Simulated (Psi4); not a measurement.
BiF₃ (SMILES [F][Bi]([F])[F]), singlet, geometry from GFN2-xTB (such geometries of metal compounds can be far from the true shape) (core potentials on Bi); Psi4 1.11 with M11/def2-SV(P).

Psi4 was given this input:
```
memory 2 GB

molecule {
0 1
Bi    0.00283361   -0.00403046    0.27310711
F    -1.35263607   -1.00980650   -0.84069305
F    -0.22186672    1.68716206   -0.81262393
F     1.54837061   -0.64018572   -0.86533751
}

set {
  basis def2-sv(p)
}

energy('m11')
print_variables()
```

Problem. Predict the main parts of the log of this Psi4 run.

Solution. 
```
   => Loading Basis Set <=

    Name: DEF2-SV(P)
    Role: ORBITAL
    Keyword: BASIS

    !!!  WARNING: ECP capability is in beta. Please check occupations closely.  !!!

         ---------------------------------------------------------
                                   SCF
               by Justin Turney, Rob Parrish, Andy Simmonett
                          and Daniel G. A. Smith
                              RKS Reference
         ---------------------------------------------------------

  ==> Geometry <==

    Molecular point group: c1
    Full point group: C1

    Geometry (in Angstrom), charge = 0, multiplicity = 1:

       Center              X                  Y                   Z               Mass
    ------------   -----------------  -----------------  -----------------  -----------------
         BI           0.002473805362    -0.003518685502     0.238428669127   208.980399100000
         F           -1.352995874638    -1.009294725502    -0.875371490873    18.998403162730
         F           -0.222226524638     1.687673834498    -0.847302370873    18.998403162730
         F            1.548010805362    -0.639673945502    -0.900015950873    18.998403162730

  Running in c1 symmetry.

  Rotational constants: A =      0.12331  B =      0.12331  C =      0.10374 [cm^-1]
  Rotational constants: A =   3696.83944  B =   3696.83943  C =   3110.12787 [MHz]
  Nuclear repulsion =  206.471889105788080

  Charge       = 0
  Multiplicity = 1
  Electrons    = 50
  Nalpha       = 25
  Nbeta        = 25

  ==> Algorithm <==

  SCF Algorithm Type is DF.
  DIIS enabled.
  MOM disabled.
  Fractional occupation disabled.
  Guess Type is SAD.
  Energy threshold   = 1.00e-06
  Density threshold  = 1.00e-06
  Integral threshold = 1.00e-12

  ==> Primary Basis <==

  Basis Set: DEF2-SV(P)
    Blend: DEF2-SV(P)
    Number of shells: 28
    Number of basis functions: 68
    Number of Cartesian functions: 73
    Spherical Harmonics?: true
    Max angular momentum: 2

  Core potential: DEF2-SV(P)
    Number of shells: 4
    Number of ECP primitives: 18
    Number of ECP core electrons: 60
    Max angular momentum: 3

  ==> DFT Potential <==

   => LibXC <=

    Version 7.1.2
    S. Lehtola, C. Steigemann, M. J. T. Oliveira, and M. A. L. Marques,  SoftwareX 7, 1–5 (2018) (10.1016/j.softx.2017.11.002)

   => Composite Functional: M11 <=

    M11 Meta-GGA XC Functional  (10.1021/jz201170d)
    R. Peverati and D. G. Truhlar, J. Phys. Chem. Lett., 2, 2810, 2011

[...]
   @DF-RKS iter   5:  -513.74413143097593   -2.05898e-04   5.55260e-05 DIIS
   @DF-RKS iter   6:  -513.74414266726910   -1.12363e-05   4.06481e-05 DIIS
   @DF-RKS iter   7:  -513.74414667144151   -4.00417e-06   6.63838e-06 DIIS
   @DF-RKS iter   8:  -513.74414703107277   -3.59631e-07   1.47101e-06 DIIS
   @DF-RKS iter   9:  -513.74414705126833   -2.01956e-08   2.69279e-07 DIIS
  Energy and wave function converged.

  ==> Post-Iterations <==

   Electrons on quadrature grid:
      Ntotal   =   50.0001847276 ; deviation = 1.847e-04

    Orbital Energies [Eh]
    ---------------------

    Doubly Occupied:

[...]
      25A     -0.463193

    Virtual:

[...]
      68A     54.137383

    Final Occupation by Irrep:
              A
    DOCC [    25 ]
    NA   [    25 ]
    NB   [    25 ]

  @DF-RKS Final Energy:  -513.74414705126833

   => Energetics <=

    Nuclear Repulsion Energy =            206.4718891057880796
    One-Electron Energy =               -1203.5529982577450028
    Two-Electron Energy =                 508.0538800654346687
    DFT Exchange-Correlation Energy =     -24.7169179647460240
    Empirical Dispersion Energy =           0.0000000000000000
    VV10 Nonlocal Energy =                  0.0000000000000000
    Total Energy =                       -513.7441470512683281

Computation Completed

Properties will be evaluated at   0.000000,   0.000000,   0.000000 [a0]

Properties computed using the SCF density matrix

 Multipole Moments:

 ------------------------------------------------------------------------------------
     Multipole            Electronic (a.u.)      Nuclear  (a.u.)        Total (a.u.)
 ------------------------------------------------------------------------------------

 L = 1.  Multiply by 2.5417464519 to convert [e a0] to [Debye]
 Dipole X            :          0.3798749           -0.3552814            0.0245935
 Dipole Y            :         -0.5396214            0.5053443           -0.0342771
 Dipole Z            :         36.5702377          -34.2424968            2.3277409
 Magnitude           :                                                    2.3281232

 ------------------------------------------------------------------------------------

  Variable Map:
  ----------------------------------------------------------------------------
[...]
  Array Variable Map:
  ----------------------------------------------------------------------------
[...]
[...]
```
